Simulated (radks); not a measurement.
Initial-state core-level shifts of neutral magnesium when its valence configuration changes from [Ne] 3s2. All-electron calculation, Dirac Kohn-Sham, LDA (Slater exchange, Perdew-Wang correlation), spin-unpolarised, spherical densities, finite nucleus; open shells fill j = l - 1/2 first; Fermi nuclear charge, rms radius 3.057 fm. Program: a radial shooting solver on a logarithmic mesh with Libxc functionals. Shifts are changes of the shell-averaged eigenvalues in eV (positive: less bound); the change of the density at the nucleus, which sets a Mossbauer isomer shift, is in e/bohr^3, on a base of 1149.

| valence | 1s | 2s | 2p | density at nucleus |
|---|---|---|---|---|
| 3s1 3p1 | -2.089 | -2.057 | -2.041 | -1.5210 |
| 3p2 | -3.931 | -3.878 | -3.842 | -3.3754 |
| 3s1.5 3p0.5 | -1.083 | -1.065 | -1.057 | -0.7154 |
| 3s0.5 3p1.5 | -3.034 | -2.990 | -2.964 | -2.4110 |
